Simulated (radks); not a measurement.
Results of a calculation; reference values are marked as such.
All-electron atom: Au in [Xe] 4f14 5d9.5 6p1.5 (fractional occupations, a model configuration). Level of theory: scalar-relativistic Kohn-Sham, PBE, spin-unpolarised, spherical densities, finite nucleus; Fermi nuclear charge, rms radius 5.4371 fm (a radial shooting solver on a logarithmic mesh with Libxc functionals).

X-ray form factor f0, the Fourier transform of the density (f0(0) = 79):

sin(theta)/lambda (1/angstrom)  f0 (electrons)
0.05                                    77.698
0.1                                     74.696
0.15                                    71.048
0.2                                     67.152
0.25                                    63.223
0.3                                     59.431
0.4                                     52.608
0.5                                     46.910
0.6                                     42.154
0.8                                     34.519
1                                       28.490
1.25                                    22.777
1.5                                     18.907
2                                       14.702
